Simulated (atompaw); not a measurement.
**An all-electron radial function and its pseudo partner (aluminium (Al))**

Columns: radius, all-electron u(r) and pseudo u(r) of the 3p shell (level -2.71 eV) of aluminium in the configuration [Ne] 3s2 3p1; PBE, scalar-relativistic, PAW (atompaw) scheme, atompaw 4.2.0.5.

```csv
r (bohr),all-electron,pseudo
0.090,-0.0630,0.0024
0.181,-0.1487,0.0097
0.271,-0.2001,0.0215
0.362,-0.2141,0.0378
0.452,-0.1985,0.0579
0.542,-0.1629,0.0814
0.633,-0.1146,0.1081
0.723,-0.0601,0.1368
0.813,-0.0029,0.1672
0.904,0.0551,0.1990
0.994,0.1109,0.2310
1.085,0.1647,0.2633
1.175,0.2147,0.2947
1.265,0.2609,0.3251
1.356,0.3039,0.3546
1.446,0.3426,0.3820
1.537,0.3781,0.4080
1.627,0.4098,0.4317
1.717,0.4380,0.4534
1.808,0.4632,0.4733
1.898,0.4847,0.4908
1.988,0.5031,0.5064
2.079,0.5186,0.5201
2.169,0.5311,0.5316
2.260,0.5411,0.5412
2.350,0.5486,0.5486
```

Task: How many radial nodes do the two functions have?

Result: The all-electron 3p function has n − l − 1 = 1; the pseudo-wave has 0, since the states of the same l below it are removed with the core.

Task: Is the pseudo-wave norm-conserving?

Result: No, it belongs to a PAW set: the norm inside the radius is not constrained, and the difference is carried by the augmentation charge.
